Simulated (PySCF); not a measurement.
CH5InO (SMILES [CH3][InH][OH]), singlet, geometry from GFN2-xTB (such geometries of metal compounds can be far from the true shape) (all electrons, no relativity); CASSCF(6,5)/STO-3G (PySCF).

PySCF was given this input:
```python
from pyscf import gto, scf, mcscf
import numpy

mol = gto.Mole()
mol.atom = '''
    In   -0.210068   -0.164095   -0.133819
    H    -1.375065   -1.279275   -0.774975
    C     0.406800    1.911988   -0.534761
    H     0.857599    1.995756   -1.519972
    H     1.143409    2.106356    0.241041
    H    -0.432129    2.597317   -0.451358
    O     0.862691   -0.884386    1.327399
    H     0.757187   -1.776317    1.651779
'''
mol.basis = 'sto-3g'
mol.charge = 0
mol.spin = 0
mol.verbose = 4
mol.build()

mf = scf.RHF(mol)
mf.kernel()
mc = mcscf.CASSCF(mf, 5, 6)
mc.fix_spin_(ss=0.0)
mc.kernel()
occ = numpy.linalg.eigvalsh(mc.fcisolver.make_rdm1(mc.ci, mc.ncas, mc.nelecas))[::-1]
ss = mc.fcisolver.spin_square(mc.ci, mc.ncas, mc.nelecas)[0]
print('natural occupations', occ.round(4), ' <S^2>', round(ss, 4))
```

What the program printed (banner, timings and long lists left out):

```
PySCF version 2.14.0

[INPUT] verbose = 4
[INPUT] num. atoms = 8
[INPUT] num. electrons = 68
[INPUT] charge = 0
[INPUT] spin (= nelec alpha-beta = 2S) = 0
[INPUT] symmetry False subgroup None
[INPUT] Mole.unit = angstrom
[INPUT] Symbol           X                Y                Z      unit          X                Y                Z       unit  Magmom
[...]
nuclear repulsion = 259.098548686174
number of shells = 22
number of NR pGTOs = 126
number of NR cGTOs = 42
basis = sto-3g
ecp = {}

******** <class 'pyscf.scf.hf.RHF'> ********
method = RHF
initial guess = minao
damping factor = 0
level_shift factor = 0
DIIS = <class 'pyscf.scf.diis.CDIIS'>
diis_start_cycle = 1
diis_space = 8
diis_damp = 0
SCF conv_tol = 1e-09
SCF conv_tol_grad = None
SCF max_cycles = 50
direct_scf = True
direct_scf_tol = 1e-13
Set gradient conv threshold to 3.16228e-05
Initial guess from minao.
init E= -5781.41525248943
[...]
cycle= 1 E= -5796.87653396302  delta_E= -15.5  |g|= 0.588  |ddm|= 3.16
[...]
cycle= 2 E= -5797.01287470884  delta_E= -0.136  |g|= 0.191  |ddm|= 1.16
[...]
cycle= 3 E= -5797.02764127224  delta_E= -0.0148  |g|= 0.0461  |ddm|= 0.346
[...]
cycle= 4 E= -5797.02870473816  delta_E= -0.00106  |g|= 0.00731  |ddm|= 0.0892
[...]
cycle= 5 E= -5797.02875573708  delta_E= -5.1e-05  |g|= 0.00178  |ddm|= 0.0235
[...]
cycle= 6 E= -5797.02876023219  delta_E= -4.5e-06  |g|= 0.000418  |ddm|= 0.00794
[...]
cycle= 7 E= -5797.02876048481  delta_E= -2.53e-07  |g|= 9.66e-05  |ddm|= 0.00202
[...]
cycle= 8 E= -5797.02876049746  delta_E= -1.26e-08  |g|= 1.32e-05  |ddm|= 0.000497
[...]
cycle= 9 E= -5797.02876049764  delta_E= -1.78e-10  |g|= 2.61e-06  |ddm|= 5.84e-05
[...]
Extra cycle  E= -5797.02876049765  delta_E= -1.18e-11  |g|= 1.16e-06  |ddm|= 5.85e-06
converged SCF energy = -5797.02876049765

******** <class 'pyscf.mcscf.mc1step.CASSCF'> ********
CAS (3e+3e, 5o), ncore = 31, nvir = 6
max_cycle_macro = 50
max_cycle_micro = 4
conv_tol = 1e-07
conv_tol_grad = None
orbital rotation max_stepsize = 0.02
orbital rotation threshold for CI restart = 0.01
augmented hessian ah_max_cycle = 30
augmented hessian ah_conv_tol = 1e-12
augmented hessian ah_linear dependence = 1e-14
augmented hessian ah_level shift = 1e-08
augmented hessian ah_start_tol = 2.5
augmented hessian ah_start_cycle = 3
augmented hessian ah_grad_trust_region = 3
kf_trust_region = 3
kf_interval = 4
ci_response_space = 4
ci_grad_trust_region = 3
with_dep4 0
natorb = False
canonicalization = True
sorting_mo_energy = False
ao2mo_level = 2
internal_rotation = False
******** <class 'pyscf.fci.addons.SpinPenaltyFCISolver'> ********
max. cycles = 50
conv_tol = 1e-08
davidson only = True
linear dependence = 1e-12
level shift = 0.001
max iter space = 12
nroots = 1
pspace_size = 400
spin = None
CASCI E = -5797.03794900628  S^2 = 0.0000000
Set conv_tol_grad to 0.000316228
macro iter   1 ( 21 JK    4 micro), CASSCF E = -5797.04172450754  dE = -3.77550126e-03  S^2 = 0.0000000
               |grad[o]|=0.0245  |grad[c]|=0.0155  |ddm|=0.0133  |maxRot[o]|=0.209
macro iter   2 ( 21 JK    4 micro), CASSCF E = -5797.04435543230  dE = -2.63092476e-03  S^2 = 0.0000000
               |grad[o]|=0.0178  |grad[c]|=0.0115  |ddm|=0.00935  |maxRot[o]|=0.162
macro iter   3 ( 21 JK    4 micro), CASSCF E = -5797.04498838324  dE = -6.32950942e-04  S^2 = 0.0000000
               |grad[o]|=0.00823  |grad[c]|=0.0237  |ddm|=0.00435  |maxRot[o]|=0.105
macro iter   4 ( 21 JK    4 micro), CASSCF E = -5797.04529560136  dE = -3.07218120e-04  S^2 = 0.0000000
               |grad[o]|=0.00511  |grad[c]|=0.00998  |ddm|=0.00351  |maxRot[o]|=0.0889
macro iter   5 ( 21 JK    4 micro), CASSCF E = -5797.04573098053  dE = -4.35379169e-04  S^2 = 0.0000000
               |grad[o]|=0.00339  |grad[c]|=0.00274  |ddm|=0.00663  |maxRot[o]|=0.104
macro iter   6 ( 21 JK    4 micro), CASSCF E = -5797.04636480657  dE = -6.33826040e-04  S^2 = 0.0000000
               |grad[o]|=0.00353  |grad[c]|=0.0047  |ddm|=0.00517  |maxRot[o]|=0.169
macro iter   7 ( 21 JK    4 micro), CASSCF E = -5797.04831007727  dE = -1.94527070e-03  S^2 = 0.0000000
               |grad[o]|=0.00536  |grad[c]|=0.0143  |ddm|=0.0353  |maxRot[o]|=0.314
macro iter   8 ( 21 JK    4 micro), CASSCF E = -5797.05101518305  dE = -2.70510578e-03  S^2 = 0.0000000
               |grad[o]|=0.00868  |grad[c]|=0.0216  |ddm|=0.0311  |maxRot[o]|=0.274
macro iter   9 ( 21 JK    4 micro), CASSCF E = -5797.05275959559  dE = -1.74441254e-03  S^2 = 0.0000000
               |grad[o]|= 0.01  |grad[c]|=0.0146  |ddm|=0.0214  |maxRot[o]|=0.189
macro iter  10 ( 17 JK    4 micro), CASSCF E = -5797.05332520300  dE = -5.65607404e-04  S^2 = 0.0000000
               |grad[o]|=0.00776  |grad[c]|=0.0129  |ddm|=0.00653  |maxRot[o]|=0.0987
macro iter  11 ( 21 JK    4 micro), CASSCF E = -5797.05345947987  dE = -1.34276876e-04  S^2 = 0.0000000
               |grad[o]|=0.006  |grad[c]|=0.00735  |ddm|=0.0044  |maxRot[o]|=0.142
macro iter  12 (  7 JK    2 micro), CASSCF E = -5797.05381306745  dE = -3.53587579e-04  S^2 = 0.0000000
               |grad[o]|=0.00558  |grad[c]|=0.00984  |ddm|=0.00851  |maxRot[o]|=0.0698
macro iter  13 (  7 JK    2 micro), CASSCF E = -5797.05398714357  dE = -1.74076122e-04  S^2 = 0.0000000
               |grad[o]|=0.00548  |grad[c]|=0.00172  |ddm|=0.00778  |maxRot[o]|=0.0636
macro iter  14 ( 21 JK    4 micro), CASSCF E = -5797.05401592413  dE = -2.87805551e-05  S^2 = 0.0000000
               |grad[o]|=0.00508  |grad[c]|=0.00347  |ddm|=0.0102  |maxRot[o]|=0.0851
macro iter  15 (  7 JK    2 micro), CASSCF E = -5797.05414239575  dE = -1.26471619e-04  S^2 = 0.0000000
               |grad[o]|=0.00365  |grad[c]|=0.00216  |ddm|=0.00927  |maxRot[o]|=0.0579
macro iter  16 ( 17 JK    4 micro), CASSCF E = -5797.05408719180  dE =  5.52039482e-05  S^2 = 0.0000000
               |grad[o]|=0.00322  |grad[c]|=0.0125  |ddm|=0.00392  |maxRot[o]|=0.091
macro iter  17 ( 21 JK    4 micro), CASSCF E = -5797.05410133932  dE = -1.41475202e-05  S^2 = 0.0000000
[...]
macro iter  22 ( 12 JK    3 micro), CASSCF E = -5797.05423944029  dE = -2.99507146e-05  S^2 = 0.0000000
               |grad[o]|=0.00216  |grad[c]|=0.0044  |ddm|=0.00369  |maxRot[o]|=0.0974
macro iter  23 ( 21 JK    4 micro), CASSCF E = -5797.05408191162  dE =  1.57528665e-04  S^2 = 0.0000000
               |grad[o]|=0.00209  |grad[c]|=0.00303  |ddm|=0.00156  |maxRot[o]|=0.115
macro iter  24 ( 21 JK    4 micro), CASSCF E = -5797.05409568783  dE = -1.37762090e-05  S^2 = 0.0000000
               |grad[o]|=0.0015  |grad[c]|=0.000918  |ddm|=0.000518  |maxRot[o]|=0.0344
macro iter  25 ( 21 JK    4 micro), CASSCF E = -5797.05407391913  dE =  2.17687029e-05  S^2 = 0.0000000
               |grad[o]|=0.00138  |grad[c]|=0.000921  |ddm|=0.000395  |maxRot[o]|=0.0592
macro iter  26 ( 22 JK    4 micro), CASSCF E = -5797.05408308251  dE = -9.16338649e-06  S^2 = 0.0000000
               |grad[o]|=0.00119  |grad[c]|=0.000701  |ddm|=0.000224  |maxRot[o]|=0.022
macro iter  27 ( 21 JK    4 micro), CASSCF E = -5797.05408090167  dE =  2.18084006e-06  S^2 = 0.0000000
               |grad[o]|=0.00112  |grad[c]|=0.000644  |ddm|=0.000265  |maxRot[o]|=0.034
macro iter  28 ( 24 JK    4 micro), CASSCF E = -5797.05409824659  dE = -1.73449180e-05  S^2 = 0.0000000
               |grad[o]|=0.000998  |grad[c]|=0.000293  |ddm|=0.00025  |maxRot[o]|=0.044
macro iter  29 ( 21 JK    4 micro), CASSCF E = -5797.05408536118  dE =  1.28854062e-05  S^2 = 0.0000000
               |grad[o]|=0.000967  |grad[c]|=0.00053  |ddm|=0.000199  |maxRot[o]|=0.0403
macro iter  30 ( 25 JK    4 micro), CASSCF E = -5797.05409739886  dE = -1.20376726e-05  S^2 = 0.0000000
               |grad[o]|=0.000891  |grad[c]|=0.000259  |ddm|=0.000205  |maxRot[o]|=0.0279
macro iter  31 ( 21 JK    4 micro), CASSCF E = -5797.05410004639  dE = -2.64752998e-06  S^2 = 0.0000000
               |grad[o]|=0.000866  |grad[c]|=0.000453  |ddm|=0.000116  |maxRot[o]|=0.0382
macro iter  32 ( 21 JK    4 micro), CASSCF E = -5797.05406115495  dE =  3.88914323e-05  S^2 = 0.0000000
               |grad[o]|=0.000818  |grad[c]|=0.00189  |ddm|=0.000461  |maxRot[o]|=0.0803
macro iter  33 ( 22 JK    4 micro), CASSCF E = -5797.05406350298  dE = -2.34802974e-06  S^2 = 0.0000000
               |grad[o]|=0.000786  |grad[c]|=0.00058  |ddm|=9.48e-05  |maxRot[o]|=0.0102
macro iter  34 ( 21 JK    4 micro), CASSCF E = -5797.05405367044  dE =  9.83254540e-06  S^2 = 0.0000000
               |grad[o]|=0.000753  |grad[c]|=0.000746  |ddm|=0.000215  |maxRot[o]|=0.0487
macro iter  35 ( 25 JK    4 micro), CASSCF E = -5797.05405737277  dE = -3.70233101e-06  S^2 = 0.0000000
               |grad[o]|=0.000686  |grad[c]|=0.000627  |ddm|=8.65e-05  |maxRot[o]|=0.0205
macro iter  36 ( 21 JK    4 micro), CASSCF E = -5797.05404828546  dE =  9.08730635e-06  S^2 = 0.0000000
               |grad[o]|=0.000656  |grad[c]|=0.000775  |ddm|=0.000274  |maxRot[o]|=0.0388
macro iter  37 ( 25 JK    4 micro), CASSCF E = -5797.05405354868  dE = -5.26321219e-06  S^2 = 0.0000000
               |grad[o]|=0.000623  |grad[c]|=0.000306  |ddm|=6.93e-05  |maxRot[o]|=0.0267
macro iter  38 ( 21 JK    4 micro), CASSCF E = -5797.05404936444  dE =  4.18423679e-06  S^2 = 0.0000000
               |grad[o]|=0.000599  |grad[c]|=0.000418  |ddm|=8.87e-05  |maxRot[o]|=0.036
macro iter  39 ( 25 JK    4 micro), CASSCF E = -5797.05405236138  dE = -2.99694420e-06  S^2 = 0.0000000
               |grad[o]|=0.00056  |grad[c]|=0.000343  |ddm|=2.4e-05  |maxRot[o]|=0.0156
macro iter  40 ( 21 JK    4 micro), CASSCF E = -5797.05405952005  dE = -7.15866281e-06  S^2 = 0.0000000
               |grad[o]|=0.000544  |grad[c]|=0.00023  |ddm|=2.33e-05  |maxRot[o]|=0.0217
macro iter  41 (  7 JK    2 micro), CASSCF E = -5797.05407007193  dE = -1.05518811e-05  S^2 = 0.0000000
               |grad[o]|=0.000492  |grad[c]|=0.000768  |ddm|=0.00035  |maxRot[o]|=0.0391
macro iter  42 (  7 JK    2 micro), CASSCF E = -5797.05408698135  dE = -1.69094183e-05  S^2 = 0.0000000
               |grad[o]|=0.000491  |grad[c]|=0.0015  |ddm|=0.000582  |maxRot[o]|=0.0523
macro iter  43 (  7 JK    2 micro), CASSCF E = -5797.05411183536  dE = -2.48540146e-05  S^2 = 0.0000000
               |grad[o]|=0.00048  |grad[c]|=0.00223  |ddm|=0.000805  |maxRot[o]|=0.0605
macro iter  44 (  7 JK    2 micro), CASSCF E = -5797.05414574293  dE = -3.39075668e-05  S^2 = 0.0000000
               |grad[o]|=0.000495  |grad[c]|=0.00268  |ddm|=0.00097  |maxRot[o]|=0.065
macro iter  45 (  7 JK    2 micro), CASSCF E = -5797.05418949296  dE = -4.37500294e-05  S^2 = 0.0000000
               |grad[o]|=0.000553  |grad[c]|=0.00268  |ddm|=0.00109  |maxRot[o]|=0.0674
macro iter  46 (  7 JK    2 micro), CASSCF E = -5797.05424317938  dE = -5.36864281e-05  S^2 = 0.0000000
               |grad[o]|=0.000666  |grad[c]|=0.00219  |ddm|=0.00117  |maxRot[o]|=0.0687
macro iter  47 (  7 JK    2 micro), CASSCF E = -5797.05430594616  dE = -6.27667732e-05  S^2 = 0.0000000
               |grad[o]|=0.000825  |grad[c]|=0.00132  |ddm|=0.00122  |maxRot[o]|=0.0693
macro iter  48 (  7 JK    2 micro), CASSCF E = -5797.05437565584  dE = -6.97096857e-05  S^2 = 0.0000000
               |grad[o]|=0.001  |grad[c]|=0.000517  |ddm|=0.00125  |maxRot[o]|=0.0696
macro iter  49 (  7 JK    2 micro), CASSCF E = -5797.05444909176  dE = -7.34359182e-05  S^2 = 0.0000000
               |grad[o]|=0.00117  |grad[c]|=0.00143  |ddm|=0.00126  |maxRot[o]|=0.0698
macro iter  50 (  7 JK    2 micro), CASSCF E = -5797.05452197802  dE = -7.28862606e-05  S^2 = 0.0000000
               |grad[o]|=0.00128  |grad[c]|=0.00269  |ddm|=0.00126  |maxRot[o]|=0.0698
1-step CASSCF not converged,  50 macro (858 JK 171 micro) steps
CASSCF canonicalization
Density matrix diagonal elements [1.97022563 1.99895352 1.97784123 0.02234667 0.03063295]
CASSCF energy = -5797.05452197802
CASCI E = -5797.05452197802  E(CI) = -6.93849428264093  S^2 = 0.0000000
natural occupations [1.9995 1.9807 1.9709 0.0306 0.0183]  <S^2> 0.0
```

The run did not converge; its last values are not results.
